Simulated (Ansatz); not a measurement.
Ansatz (a quantum-chemistry and plane-wave program) job for C2H3O2, SMILES CC([O])=O, multiplicity 2, PBE-D3(BJ)/def2-SVP. 

Ansatz 0.2 input:
```yaml
crystal:
  periodic: [false, false, false]
  atoms:
    - {symbol: C, position_ang: [-1.34218190, -0.25916106, -0.00546900]}
    - {symbol: C, position_ang: [0.31731820, 0.06103704, -0.00013179]}
    - {symbol: O, position_ang: [0.90169175, -0.98110261, -0.08976738]}
    - {symbol: O, position_ang: [0.47800079, 1.24369102, 0.09449168]}
    - {symbol: H, position_ang: [-1.67698116, 0.04359008, 0.97845867]}
    - {symbol: H, position_ang: [-1.46398445, -1.31807320, -0.18934963]}
    - {symbol: H, position_ang: [-1.74739264, 0.36252001, -0.79329885]}
basis:
  gaussian:
    orbitals: def2-SVP
hamiltonian:
  xc: pbe
  dispersion: d3bj
magnetization: {spin_polarized: true, initial_magnetization: 1}
relax: {f_tol: 0.002, max_steps: 200}
```

Program output:

```
WARN ansatz: RAYON_NUM_THREADS=1 ignored (pool sized by the plan → 1); use --threads N
Functional definition: PBE
integrals: 0.02 GiB planned
776 factors; their error is unknown
mean field: 0.18 GiB planned
mean field evaluation 1: about -6198.1392 eV, gradient 3.7e1 eV
mean field evaluation 2: about -6192.8820 eV, gradient 5.3e1 eV
mean field evaluation 4: about -6202.8460 eV, gradient 1.5e1 eV
mean field evaluation 8: about -6203.7607 eV, gradient 2.0e-1 eV
mean field evaluation 16: about -6203.7305 eV, gradient 5.7e-5 eV
mean field -6203.73046230 eV, -227.9828894501 hartree, gradient 5.7e-5 eV, S^2 0.752359; 2 other end points of the search recorded, 0 dependent functions left out
the calculation of the forces begins
reference -6203.73048519 eV, -227.9828902912 hartree; 16, 15 occupied and 55, 56 virtual orbitals, 776 factors
relax step   1: F+E_penalty+E_count = -6203.83106343 eV  Δ(F+E_penalty+E_count) = +0.000e0 eV  max|allowed force component| = 2.776e0 eV/Å  Δτ_max = 0.0000 Å  (58 SCF iters, accepted)
these checks for a lower state are left out or cut short: starts, cluster_reference, orbital_swaps, neighbouring_geometries, increment
integrals: 0.02 GiB planned
776 factors; their error is unknown
mean field: 0.18 GiB planned
mean field evaluation 32: about -6203.8382 eV, gradient 2.4e-5 eV
mean field -6203.83816551 eV, -227.9868474699 hartree, gradient 2.4e-5 eV, S^2 0.752460; 0 other end points of the search recorded, 0 dependent functions left out
the calculation of the forces begins
reference -6203.83818855 eV, -227.9868483168 hartree; 16, 15 occupied and 55, 56 virtual orbitals, 776 factors
relax step   2: F+E_penalty+E_count = -6203.93828925 eV  Δ(F+E_penalty+E_count) = -1.072e-1 eV  max|allowed force component| = 6.325e-1 eV/Å  Δτ_max = 0.0279 Å  (35 SCF iters, accepted)
these checks for a lower state are left out or cut short: starts, cluster_reference, orbital_swaps, neighbouring_geometries, increment
integrals: 0.02 GiB planned
776 factors; their error is unknown
mean field: 0.18 GiB planned
mean field -6203.83815690 eV, -227.9868471536 hartree, gradient 2.0e-5 eV, S^2 0.752463; 0 other end points of the search recorded, 0 dependent functions left out
the calculation of the forces begins
reference -6203.83818002 eV, -227.9868480032 hartree; 16, 15 occupied and 55, 56 virtual orbitals, 776 factors
relax step   3: F+E_penalty+E_count = -6203.93814982 eV  Δ(F+E_penalty+E_count) = +1.394e-4 eV  max|allowed force component| = 4.979e-1 eV/Å  Δτ_max = 0.0275 Å  (34 SCF iters, rejected (line search))
these checks for a lower state are left out or cut short: starts, cluster_reference, orbital_swaps, neighbouring_geometries, increment
integrals: 0.02 GiB planned
776 factors; their error is unknown
mean field: 0.18 GiB planned
mean field -6203.84858330 eV, -227.9872303166 hartree, gradient 1.4e-5 eV, S^2 0.752388; 0 other end points of the search recorded, 0 dependent functions left out
the calculation of the forces begins
reference -6203.84860636 eV, -227.9872311640 hartree; 16, 15 occupied and 55, 56 virtual orbitals, 776 factors
relax step   4: F+E_penalty+E_count = -6203.94877677 eV  Δ(F+E_penalty+E_count) = -1.049e-2 eV  max|allowed force component| = 3.812e-1 eV/Å  Δτ_max = 0.0138 Å  (36 SCF iters, accepted)
these checks for a lower state are left out or cut short: starts, cluster_reference, orbital_swaps, neighbouring_geometries, increment
integrals: 0.02 GiB planned
776 factors; their error is unknown
mean field: 0.18 GiB planned
mean field -6203.85319179 eV, -227.9873996754 hartree, gradient 1.6e-5 eV, S^2 0.752321; 0 other end points of the search recorded, 0 dependent functions left out
the calculation of the forces begins
reference -6203.85321488 eV, -227.9874005242 hartree; 16, 15 occupied and 55, 56 virtual orbitals, 776 factors
relax step   5: F+E_penalty+E_count = -6203.95337382 eV  Δ(F+E_penalty+E_count) = -4.597e-3 eV  max|allowed force component| = 1.481e-1 eV/Å  Δτ_max = 0.0128 Å  (36 SCF iters, accepted)
these checks for a lower state are left out or cut short: starts, cluster_reference, orbital_swaps, neighbouring_geometries, increment
integrals: 0.02 GiB planned
776 factors; their error is unknown
mean field: 0.18 GiB planned
mean field -6203.85385643 eV, -227.9874241008 hartree, gradient 1.2e-5 eV, S^2 0.752313; 0 other end points of the search recorded, 0 dependent functions left out
the calculation of the forces begins
reference -6203.85387954 eV, -227.9874249498 hartree; 16, 15 occupied and 55, 56 virtual orbitals, 776 factors
relax step   6: F+E_penalty+E_count = -6203.95401745 eV  Δ(F+E_penalty+E_count) = -6.436e-4 eV  max|allowed force component| = 1.011e-1 eV/Å  Δτ_max = 0.0036 Å  (37 SCF iters, accepted)
these checks for a lower state are left out or cut short: starts, cluster_reference, orbital_swaps, neighbouring_geometries, increment
integrals: 0.02 GiB planned
776 factors; their error is unknown
mean field: 0.18 GiB planned
mean field evaluation 64: about -6203.8543 eV, gradient 6.5e-5 eV
mean field -6203.85426647 eV, -227.9874391695 hartree, gradient 1.2e-5 eV, S^2 0.752301; 0 other end points of the search recorded, 0 dependent functions left out
the calculation of the forces begins
reference -6203.85428957 eV, -227.9874400182 hartree; 16, 15 occupied and 55, 56 virtual orbitals, 776 factors
relax step   7: F+E_penalty+E_count = -6203.95443462 eV  Δ(F+E_penalty+E_count) = -4.172e-4 eV  max|allowed force component| = 5.170e-3 eV/Å  Δτ_max = 0.0112 Å  (36 SCF iters, accepted)
these checks for a lower state are left out or cut short: starts, cluster_reference, orbital_swaps, neighbouring_geometries, increment
integrals: 0.02 GiB planned
776 factors; their error is unknown
mean field: 0.18 GiB planned
mean field -6203.85429523 eV, -227.9874402261 hartree, gradient 1.2e-5 eV, S^2 0.752301; 0 other end points of the search recorded, 0 dependent functions left out
the calculation of the forces begins
reference -6203.85431832 eV, -227.9874410747 hartree; 16, 15 occupied and 55, 56 virtual orbitals, 776 factors
relax step   8: F+E_penalty+E_count = -6203.95446745 eV  Δ(F+E_penalty+E_count) = -3.284e-5 eV  max|allowed force component| = 1.470e-3 eV/Å  Δτ_max = 0.0093 Å  (36 SCF iters, accepted)
these checks for a lower state are left out or cut short: starts, cluster_reference, orbital_swaps, neighbouring_geometries, increment
integrals: 0.02 GiB planned
776 factors; their error is unknown
mean field: 0.18 GiB planned
mean field -6203.85432873 eV, -227.9874414573 hartree, gradient 1.7e-5 eV, S^2 0.752307; 0 other end points of the search recorded, 0 dependent functions left out
the calculation of the forces begins
reference -6203.85435183 eV, -227.9874423061 hartree; 16, 15 occupied and 55, 56 virtual orbitals, 776 factors
relax step   9: F+E_penalty+E_count = -6203.95448352 eV  Δ(F+E_penalty+E_count) = -1.607e-5 eV  max|allowed force component| = 4.520e-2 eV/Å  Δτ_max = 0.0359 Å  (34 SCF iters, accepted)
these checks for a lower state are left out or cut short: starts, cluster_reference, orbital_swaps, neighbouring_geometries, increment
integrals: 0.02 GiB planned
776 factors; their error is unknown
mean field: 0.18 GiB planned
mean field -6203.85433162 eV, -227.9874415637 hartree, gradient 1.3e-5 eV, S^2 0.752299; 0 other end points of the search recorded, 0 dependent functions left out
the calculation of the forces begins
reference -6203.85435471 eV, -227.9874424122 hartree; 16, 15 occupied and 55, 56 virtual orbitals, 776 factors
relax step  10: F+E_penalty+E_count = -6203.95451357 eV  Δ(F+E_penalty+E_count) = -3.005e-5 eV  max|allowed force component| = 1.319e-2 eV/Å  Δτ_max = 0.0069 Å  (36 SCF iters, accepted)
these checks for a lower state are left out or cut short: starts, cluster_reference, orbital_swaps, neighbouring_geometries, increment
integrals: 0.02 GiB planned
776 factors; their error is unknown
mean field: 0.18 GiB planned
mean field -6203.85433559 eV, -227.9874417093 hartree, gradient 1.4e-5 eV, S^2 0.752302; 0 other end points of the search recorded, 0 dependent functions left out
the calculation of the forces begins
reference -6203.85435868 eV, -227.9874425579 hartree; 16, 15 occupied and 55, 56 virtual orbitals, 776 factors
relax step  11: F+E_penalty+E_count = -6203.95450994 eV  Δ(F+E_penalty+E_count) = +3.637e-6 eV  max|allowed force component| = 1.681e-2 eV/Å  Δτ_max = 0.0011 Å  (28 SCF iters, rejected (line search))
these checks for a lower state are left out or cut short: starts, cluster_reference, orbital_swaps, neighbouring_geometries, increment
integrals: 0.02 GiB planned
776 factors; their error is unknown
mean field: 0.18 GiB planned
mean field evaluation 96: about -6203.8543 eV, gradient 2.5e-2 eV
mean field -6203.85434582 eV, -227.9874420853 hartree, gradient 5.5e-5 eV, S^2 0.752301; 0 other end points of the search recorded, 0 dependent functions left out
the calculation of the forces begins
reference -6203.85436891 eV, -227.9874429338 hartree; 16, 15 occupied and 55, 56 virtual orbitals, 776 factors
relax step  12: F+E_penalty+E_count = -6203.95452148 eV  Δ(F+E_penalty+E_count) = -7.908e-6 eV  max|allowed force component| = 6.353e-3 eV/Å  Δτ_max = 0.0005 Å  (24 SCF iters, accepted)
these checks for a lower state are left out or cut short: starts, cluster_reference, orbital_swaps, neighbouring_geometries, increment
integrals: 0.02 GiB planned
776 factors; their error is unknown
mean field: 0.18 GiB planned
mean field -6203.85434958 eV, -227.9874422235 hartree, gradient 2.5e-5 eV, S^2 0.752301; 0 other end points of the search recorded, 0 dependent functions left out
the calculation of the forces begins
reference -6203.85437267 eV, -227.9874430721 hartree; 16, 15 occupied and 55, 56 virtual orbitals, 776 factors
relax step  13: F+E_penalty+E_count = -6203.95452010 eV  Δ(F+E_penalty+E_count) = +1.378e-6 eV  max|allowed force component| = 5.481e-3 eV/Å  Δτ_max = 0.0025 Å  (28 SCF iters, rejected (line search))
these checks for a lower state are left out or cut short: starts, cluster_reference, orbital_swaps, neighbouring_geometries, increment
integrals: 0.02 GiB planned
776 factors; their error is unknown
mean field: 0.18 GiB planned
mean field -6203.85435361 eV, -227.9874423717 hartree, gradient 1.4e-5 eV, S^2 0.752301; 0 other end points of the search recorded, 0 dependent functions left out
the calculation of the forces begins
reference -6203.85437670 eV, -227.9874432203 hartree; 16, 15 occupied and 55, 56 virtual orbitals, 776 factors
relax step  14: F+E_penalty+E_count = -6203.95452520 eV  Δ(F+E_penalty+E_count) = -3.723e-6 eV  max|allowed force component| = 2.560e-3 eV/Å  Δτ_max = 0.0012 Å  (28 SCF iters, accepted)
these checks for a lower state are left out or cut short: starts, cluster_reference, orbital_swaps, neighbouring_geometries, increment
integrals: 0.02 GiB planned
776 factors; their error is unknown
mean field: 0.18 GiB planned
mean field -6203.85435572 eV, -227.9874424491 hartree, gradient 1.9e-5 eV, S^2 0.752301; 0 other end points of the search recorded, 0 dependent functions left out
the calculation of the forces begins
reference -6203.85437881 eV, -227.9874432977 hartree; 16, 15 occupied and 55, 56 virtual orbitals, 776 factors
relax step  15: F+E_penalty+E_count = -6203.95452726 eV  Δ(F+E_penalty+E_count) = -2.054e-6 eV  max|allowed force component| = 3.100e-4 eV/Å  Δτ_max = 0.0021 Å  (27 SCF iters, accepted)
these checks for a lower state are left out or cut short: starts, cluster_reference, orbital_swaps, neighbouring_geometries, increment
integrals: 0.02 GiB planned
776 factors; their error is unknown
mean field: 0.18 GiB planned
mean field -6203.85435619 eV, -227.9874424664 hartree, gradient 2.1e-5 eV, S^2 0.752301; 0 other end points of the search recorded, 0 dependent functions left out
the calculation of the forces begins
reference -6203.85437928 eV, -227.9874433150 hartree; 16, 15 occupied and 55, 56 virtual orbitals, 776 factors
relax step  16: F+E_penalty+E_count = -6203.95452843 eV  Δ(F+E_penalty+E_count) = -1.175e-6 eV  max|allowed force component| = 1.856e-3 eV/Å  Δτ_max = 0.0030 Å  (27 SCF iters, accepted)
integrals: 0.02 GiB planned
776 factors; their error is unknown
mean field: 0.18 GiB planned
mean field evaluation 128: about -6203.5132 eV, gradient 9.6e0 eV
mean field -6203.85435619 eV, -227.9874424664 hartree, gradient 2.2e-5 eV, S^2 0.752301; 3 other end points of the search recorded, 0 dependent functions left out
the calculation of the forces begins
reference -6203.85437928 eV, -227.9874433150 hartree; 16, 15 occupied and 55, 56 virtual orbitals, 776 factors
Total energy: -6203.95455152 eV, -227.9911245770 hartree
Atom 0 at    -1.321678    -0.267073    -0.004439 Å, force    -0.001096    -0.001856     0.000586 eV/Å
Atom 1 at     0.289912     0.065029     0.001416 Å, force    -0.000223     0.001258    -0.000657 eV/Å
Atom 2 at     0.912707    -0.997380    -0.151796 Å, force     0.000033    -0.000723    -0.000029 eV/Å
Atom 3 at     0.489185     1.271091     0.154821 Å, force     0.000950     0.000832     0.000360 eV/Å
Atom 4 at    -1.689406     0.088316     0.974352 Å, force    -0.000075     0.000011    -0.000770 eV/Å
Atom 5 at    -1.478316    -1.346624    -0.150185 Å, force    -0.000174     0.000621     0.000061 eV/Å
Atom 6 at    -1.735934     0.339143    -0.829236 Å, force     0.000584    -0.000144     0.000450 eV/Å
Dipole moment:    -0.522080    -0.111624    -0.002046 e Å
```

The run converged.

Cost: about 26 core-seconds (a rough figure).
